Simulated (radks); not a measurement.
Results of a calculation; reference values are marked as such.
Excited configurations of the ruthenium ion Ru+: one electron is placed in a higher orbital outside [Kr] 4d6. The ground configuration is [Kr] 4d7. Level of theory: scalar-relativistic Kohn-Sham, PBEsol, spin-polarised, spherical densities, point nucleus; open shells are filled with parallel spins first (spin-orbit coupling, left out, can overturn this in heavy ions) (a radial shooting solver on a logarithmic mesh with Libxc functionals). Excitation = E - E(ground); binding = E(ion) - E, where the ion is the core of charge +2; n* = 2/sqrt(2 binding) in atomic units, and the quantum defect is n - n*.

outer orbital  excitation (eV)  binding (eV)  quantum defect  eigenvalue (eV)
5s                       0.653        16.077           3.160          -12.575
5p                       5.771        10.959           2.772           -8.206
5d                      11.011         5.719           1.915           -4.230
6s                      10.069         6.661           3.142           -5.321
6p                      11.441         5.289           2.792           -4.173
6d                      13.294         3.436           2.020           -2.655
6f                      14.961         1.769           0.453           -1.385
7f                      15.406         1.324           0.589           -1.064

The Delta-SCF ionisation energy is 16.730 eV (NIST Atomic Spectra Database: 16.8 eV, semi-empirical). Self-interaction in the functional shifts the binding energies and quantum defects, so they are the method's values and not measured ones. Open shells are spherical and high-spin; term and fine-structure splittings are not resolved.
